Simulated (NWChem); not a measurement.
Species: GaP2H5; SMILES [PH2][GaH][PH2]

```xyz
8

Ga    -0.5727    -0.0162     0.0000
H     -2.1370    -0.1862     0.0000
P      0.5806    -0.0913    -2.0106
H     -0.3014     0.8070    -2.6843
H      1.5390     0.9078    -1.6637
P      0.5806    -0.0913     2.0106
H      1.5390     0.9078     1.6637
H     -0.3014     0.8070     2.6843
```
Atoms are numbered in this order, from 1.

The geometry was optimised at PBE0/def2-SVP.

Symmetry labels are those of Cs in the frame above (b1 and b2, or b-type labels, depend on it).

**Question.** List the 4 lowest vertical singlet excitations from PBE/def2-SVPD, TDA (NWChem).

**Answer.** 
```tsv
state	energy (eV)	oscillator strength	symmetry	leading excitation (squared amplitude)
S1	4.02	0.061	a"	HOMO → LUMO (0.93)
S2	4.61	0.014	a'	HOMO−1 → LUMO (0.92)
S3	5.30	0.036	a"	HOMO → LUMO+1 (0.51)
S4	5.38	0.002	a"	HOMO−2 → LUMO (0.54)
```
